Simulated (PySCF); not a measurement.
C₆H₅O₃S (charge -1).
Bonds: O1–S2 (double), S2–O3 (double), S2–O4, S2–C5, C5–C6 (double), C6–C7, C7–C8 (double), C8–C9, C9–C10 (double), C6–C10. Hydrogens: H11 on C5; H12 on C7; H13 on C8; H14 on C9; H15 on C10.

Definitions: NICS(0) = −σiso at the ring centroid; NICS(1) = −σiso and NICS(1)zz = −σzz at ±1 Å along the ring normal z. Level: GIAO PBE0/pcSseg-1 (PySCF, non-relativistic, gas phase) on the GFN2-xTB geometry, one conformer.

Ring bond lengths (Å), with Mayer bond orders in brackets: C6–C7 1.457 (1.14), C7–C8 1.346 (1.70), C8–C9 1.453 (1.11), C9–C10 1.346 (1.70), C10–C6 1.463 (1.07).

Task: Give the NICS values of each ring in ppm.

Result: 
```json
{"ring": "C6–C7–C8–C9–C10", "type": "5-membered carbocycle; formal bonds 2 double, 3 single", "NICS(0)": "-0.5", "NICS(1), two faces": "-3.9 / -3.9", "NICS(1)zz, two faces": "-5.0 / -5.0", "rms pucker (Å)": "0.00", "centre to ring atoms, mean (Å)": "1.20"}
```

Task: What can be read from them?

Result: 
- C6–C7–C8–C9–C10: mean NICS(1)zz -5.0 ppm, shielded. That is too small in size for a clear verdict by the NICS criterion.

Task: What does the geometric index give? HOMA takes Krygowski's 1993 parameters.

Result: 
- C6–C7–C8–C9–C10: HOMA 0.06 = 1 − EN − GEO, with mean bond length 1.413 Å, EN = α(Ropt − mean)² = 0.161 and GEO = α × variance = 0.774. The geometric and the magnetic index point the same way.

Task: Give the inner angles of the rings and the Hirshfeld charges of the ring atoms.

Result: 
- C6–C7–C8–C9–C10: C6 106.0° (-0.024 e), C7 108.1° (-0.064 e), C8 109.0° (-0.087 e), C9 109.0° (-0.084 e), C10 107.9° (-0.090 e); sum 540.0° against 540° for a flat convex ring.

Task: What are the shieldings of the ring atoms and their hydrogens in the same run (means over atoms taken as equivalent)?

Result: 
| atoms | environment | σ isotropic (ppm) | principal values of the symmetric part, first atom (ppm) |
| --- | --- | --- | --- |
| C6 | fully substituted alkene carbon | 38.5 | -54.6, 31.1, 138.9 |
| C7 | alkene CH carbon | 47.6 | -56.8, 41.9, 157.6 |
| C8 | alkene CH carbon | 59.0 | -34.1, 65.7, 145.3 |
| C9 | alkene CH carbon | 53.1 | -46.8, 59.8, 146.3 |
| C10 | alkene CH carbon | 60.8 | -37.7, 72.8, 147.2 |
| H12 | vinylic hydrogen | 23.23 | 20.0, 20.3, 29.4 |
| H13 | vinylic hydrogen | 25.76 | 24.5, 24.8, 27.9 |
| H14 | vinylic hydrogen | 25.69 | 24.5, 25.0, 27.6 |
| H15 | vinylic hydrogen | 25.96 | 25.3, 25.3, 27.2 |

Time: 38 s wall; peak memory 0.97 GiB. Hardware: one thread of an Arm Neoverse V2, shared host with 192 logical CPUs at a one-minute load of 76. This is the whole shielding run at PBE0/pcSseg-1, SCF included.

Conformer computed: `[O:1]=[S:2](=[O:3])([O-:4])[CH:5]=[C:6]1[CH:7]=[CH:8][CH:9]=[CH:10]1`: O1–S2–C5–C6 180°.
